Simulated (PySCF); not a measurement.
NMR data simulated for an unnamed compound:

1H NMR (400 MHz, computed): δ 7.49 (m, 2H), 7.36 (m, 2H), 7.34 (m, 1H), 2.23 (sept, 1H), 1.23 (d, 6H).

13C{1H} NMR (computed): δ 156.9 (C), 136.7 (CH), 133.9 (CH), 133.1 (CH), 32.6 (CH), 25.6 (CH3).

[PySCF 2.14.0 with density-fitted response routines: structure optimised with PBE0-D3(BJ)/def2-SVP; NMR shieldings at HF/pcSseg-1/GIAO; averaged over atoms made equivalent by symmetry, fast rotation or ring inversion; one conformer; non-relativistic; isolated molecule]

Chemical shifts δ = σref − σ; TMS for 1H and 13C, all at this level.

**Question.** Which of these does the molecule contain: a three-membered ring, a benzene ring, a (CH3)2CH unit, an OH group, a vinyl group CH=CH2?

**Answer.** 
- A three-membered ring: no.
- A benzene ring: yes.
- A (CH3)2CH unit: yes (δC 25.6, 32.6; δH 1.23 (d), 2.23 (sept)).
- An OH group: no.
- A vinyl group CH=CH2: no.

The data belong to `CC(C)c1ccccc1`, C9H12; they needn't prove each group on their own.

Carbon signals by region: 4 in the sp2 and nitrile region (100–160 ppm), 2 below 50 ppm.

Shifts are as computed. Against solution values, carbons near 30 ppm lie about -0 ppm off and those near 130 ppm about +7 ppm. Of 1211 compounds with measured shifts, 218 miss one by over three times the rms of a fit or turn the order of signals round; such compounds aren't used in these exercises. Multiplicities follow the n + 1 count of equivalent neighbours, as no J values were calculated; m marks all less simple cases, F and P coupling included.
